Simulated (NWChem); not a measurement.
# Ionisation of trimethylsulfonium (C$_{3}$H$_{9}$S (+1))

SMILES: C[S+](C)C
```xyz
13

C     -0.0049    -0.8600     1.4183
S     -0.4903     0.1607     0.0000
C     -0.0049    -0.8600    -1.4183
C      0.7603     1.4741     0.0000
H      1.0577    -1.1602     1.3418
H     -0.6727    -1.7430     1.4255
H     -0.1877    -0.2572     2.3287
H      1.0577    -1.1602    -1.3418
H     -0.1877    -0.2572    -2.3287
H     -0.6727    -1.7430    -1.4255
H      1.7806     1.0449     0.0000
H      0.5833     2.0901    -0.9026
H      0.5833     2.0901     0.9026
```
Charge +1, spin multiplicity 1.

The numbers come from NWChem runs, not from measurements. Structure: optimised with PBE/def2-SVP, a minimum by its harmonic frequencies.

Basis set: def2-TZVP. The species with one electron less has spin multiplicity 2 and keeps the geometry of the parent. Δ marks differences of total energies (open shells unrestricted). −ε marks an orbital energy of the parent. That orbital need not have the symmetry of the hole or added electron in the Δ rows.

B3LYP has NWChem's definition, with VWN1-RPA local correlation. No SCF solution was tested for a lower state.

Problem. Order these methods by the first vertical ionisation energy they give, lowest first: −ε(HOMO) of B3LYP, −ε(HOMO) of PBE, −ε(HOMO) of BLYP, −ε(HOMO) of HF, ΔB3LYP.

Solution. −ε(HOMO) of BLYP (12.81 eV), −ε(HOMO) of PBE (12.92 eV), −ε(HOMO) of B3LYP (13.99 eV), ΔB3LYP (16.41 eV), −ε(HOMO) of HF (17.21 eV)
